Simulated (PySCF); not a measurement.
Bi(Br)2(Me) (CH3BiBr2), SMILES [Bi]([Br])([CH3])[Br]. Atoms are numbered in the order given.

```xyz
7

Bi     0.3173     0.6462     0.0000
Br    -0.1283    -0.9595     2.0577
Br    -0.1283    -0.9595    -2.0577
C     -1.8194     1.4642     0.0000
H     -1.9662     2.0737     0.9124
H     -2.5044     0.5969     0.0000
H     -1.9662     2.0737    -0.9124
```
Charge 0, spin multiplicity 1.

Geometry: PBE-D3(BJ)/def2-SVP. The structure was generated by enumeration; whether it is a known compound was not checked. The def2 effective core potentials stand for the cores of Bi; spin–orbit coupling is left out.

The numbers are results of PBE0/def2-TZVP (PySCF), not measurements.

Symmetry labels are those of the subgroup Cs that the program uses (full group Cs).

### Question
List the valence orbital energies around the gap with their symmetry. (Estimate from the structure and the level; the computed values follow.)

### Answer

| orbital | symmetry | energy (eV) |
|---|---|---|
| HOMO−7 | A' | -11.87 |
| HOMO−6 | A" | -9.86 |
| HOMO−5 | A' | -9.53 |
| HOMO−4 | A' | -8.99 |
| HOMO−3 | A' | -8.28 |
| HOMO−2 | A" | -8.24 |
| HOMO−1 | A" | -8.10 |
| HOMO | A' | -7.57 |
| LUMO | A' | -2.41 |
| LUMO+1 | A" | -1.92 |
| LUMO+2 | A' | -0.58 |
| LUMO+3 | A' | 1.57 |
